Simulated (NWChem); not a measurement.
H$_{3}$O cation; SMILES [OH3+]

```xyz
4

O      0.0000     0.0000     0.0780
H      0.6693     0.6693    -0.2081
H      0.2450    -0.9143    -0.2081
H     -0.9143     0.2450    -0.2081
```
Atoms are numbered in this order, from 1.

Results from NWChem. Pople sets run with spherical d functions. Coordinates come from a B3LYP/6-31G* (spherical d) optimisation. Total energies compare along this basis series because the functional is fixed.

| level | basis functions | energy (Ha) | highest occupied level (eV) | orbital gap (eV) |
|---|---|---|---|---|
| PBE/STO-3G | 8 | -75.5988 | -16.36 | 11.39 |
| PBE/3-21G | 15 | -76.1892 | -17.80 | 10.12 |
| PBE/6-31G* | 20 | -76.6016 | -18.44 | 10.55 |
| PBE/6-31+G* | 24 | -76.6042 | -18.61 | 10.55 |
| PBE/6-311G** | 36 | -76.6434 | -18.49 | 10.35 |
| PBE/6-311++G** | 43 | -76.6449 | -18.61 | 10.31 |
